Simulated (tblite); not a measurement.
Compound: C5H15NSi2.
Numbering: `[H]/[N:5]=[CH:4]/[C:2]([CH3:1])([CH3:3])[SiH2:6][CH2:7][SiH3:8]` (hydrogens: H9, H10, H11 on C1; H12, H13, H14 on C3; H15 on C4; H16 on N5; H17, H18 on Si6; H19, H20 on C7; H21, H22, H23 on Si8)

The geometry is computed with GFN2-xTB (gas phase).

Problem. Give the optimised bond lengths and angles.

Solution. 
| bond | length (bohr) |
| --- | --- |
| C1–C2, C2–C3 | 2.885 |
| C2–C4 | 2.799 |
| C4=N5 | 2.382 |
| C2–Si6 | 3.657 |
| Si6–C7 | 3.574 |
| C7–Si8 | 3.584 |
| C1–H9 and 5 like bonds | 2.056 |
| C4–H15 | 2.083 |
| N5–H16 | 1.923 |
| Si6–H17, Si6–H18 | 2.777 |
| C7–H19, C7–H20 | 2.061 |
| Si8–H21, Si8–H22, Si8–H23 | 2.768 |

Bonds in one row agree within 0.02 bohr and their mean is given. A selection of angles:
| angle | degrees |
| --- | --- |
| C2–C1–H9 | 110.9 |
| C2–C1–H10 | 110.1 |
| H9–C1–H10 | 108.5 |
| H9–C1–H11 | 109.4 |
| C1–C2–C3 | 110.3 |
| C1–C2–C4 | 111.2 |
| C1–C2–Si6 | 109.7 |
| C4–C2–Si6 | 104.8 |
| C2–C4–N5 | 122.0 |
| C2–C4–H15 | 114.2 |
| N5–C4–H15 | 123.8 |
| C4–N5–H16 | 115.3 |
| C2–Si6–C7 | 109.3 |
| C2–Si6–H17 | 108.1 |
| C7–Si6–H17 | 112.1 |
| H17–Si6–H18 | 108.5 |
| Si6–C7–Si8 | 115.4 |
| Si6–C7–H19 | 108.7 |
| Si8–C7–H19 | 108.5 |
| Si8–C7–H20 | 109.2 |
| H19–C7–H20 | 106.0 |
| C7–Si8–H21 | 109.4 |
| H21–Si8–H22 | 109.2 |

Dihedral angles: C1–C2–C4–N5 -28° (synperiplanar); C1–C2–Si6–C7 53° (synclinal); C2–Si6–C7–Si8 163° (antiperiplanar); H16–N5–C4–C2 -177° (antiperiplanar). The mirror-image conformer, all signs reversed, is as good.

Si6 (SiH2 silicon) is tetrahedral (angles from 106.9° to 112.1°). Si8 (SiH3 silicon) is tetrahedral (angles from 109.1° to 110.3°). Of the pairs four or more bonds apart, N5···H11 is among the closest relative to their van der Waals radii: 2.49 Å, 90 % of the sum of Bondi's values. The 3 C–C bonds span 1.481 Å (C2–C4, drawn single) to 1.527 Å (C2–C3, drawn single), a spread of 0.046 Å. The 3 C–Si bonds span 1.891 Å (Si6–C7, drawn single) to 1.935 Å (C2–Si6, drawn single), a spread of 0.044 Å.

Point group: C1 (no symmetry element, even within 0.4 Å). Its GFN2-xTB frequencies are all real (lowest 27 cm⁻¹). The numbers are those of one conformer. 3 starts were optimised and ended at 0.00, 0.08 and 0.47 kcal/mol (GFN2-xTB); the lowest of these is shown.
